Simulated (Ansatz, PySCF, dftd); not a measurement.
Species: H₃SiO, charge 0, doublet. H3SiO (SMILES [O][SiH3], doublet).
B3LYP-D3(BJ)/def2-TZVP minimum from Ansatz (a program for electronic structure):
```
Si
O 1 1.6579
H 1 1.4810 2 112.66
H 1 1.4810 3 110.22 2 126.77
H 1 1.4912 3 110.25 4 121.94
```
Charge 0, spin multiplicity 2.

Wanted: enthalpy of formation at 298 K (by atomisation, with ideal-gas terms from PySCF's Hessian at B3LYP-D3(BJ)/def2-TZVP and the atoms' measured values of the G2/97 table; no spin-orbit terms), in kcal/mol. Radicals and triplets start from unrestricted determinants; spin-orbit coupling is neglected. Correlated methods leave the cores frozen. Rows without X2C or -DK are non-relativistic. CBS(X,Y): correlation extrapolated as X^-3, Hartree-Fock from the larger set. A bracket is a step between two methods taken in the basis named. The functionals are non-relativistic, so their misses hold any scalar relativity. Double hybrids freeze cores in their MP2 part. 'core' is core correlation in cc-pwCVTZ (1s frozen past Ne), 'X2C' scalar relativity in cc-pVTZ-DK, both at CCSD(T). Where a partner has so few electrons that a lower coupled-cluster level is exact, that level stands in.

```tsv
level	program	enthalpy of formation at 298 K (kcal/mol)	difference against the last row
HF/cc-pV(T+d)Z	Ansatz	83.9	86.1
HF/cc-pV(Q+d)Z	Ansatz	82.3	84.5
PBE-D3(BJ)/def2-TZVPD	Ansatz + dftd3	-2.4	-0.2
PBE-D4/def2-TZVPD	Ansatz + dftd4	-2.2	0.0
r2SCAN-D3(BJ)/def2-TZVPD	Ansatz + dftd3	-4.9	-2.7
B2PLYP-D3(BJ)/def2-TZVPD	Ansatz + dftd3	1.7	3.9
MP2/cc-pV(Q+d)Z	Ansatz	4.2	6.4
MP2/CBS(cc-pV(T+d)Z,cc-pV(Q+d)Z)	Ansatz	0.3	2.5
CCSD/cc-pV(D+d)Z	Ansatz	32.8	35.0
CCSD/cc-pV(T+d)Z	Ansatz	11.0	13.2
CCSD(T)/cc-pV(Q+d)Z	Ansatz	1.1	3.3
CCSDT(Q)/cc-pV(D+d)Z	Ansatz	30.2	32.4
CCSDT(Q)/cc-pV(T+d)Z	Ansatz	7.8	10.0
CCSD(T)/CBS(cc-pV(T+d)Z,cc-pV(Q+d)Z) + [CCSDT(Q) - CCSD(T)]/cc-pV(D+d)Z + core + X2C	Ansatz	-2.5	-0.3
CCSD(T)/CBS(cc-pV(T+d)Z,cc-pV(Q+d)Z) + [CCSDT(Q) - CCSD(T)]/cc-pV(T+d)Z + core + X2C	Ansatz	-2.2	0.0
```
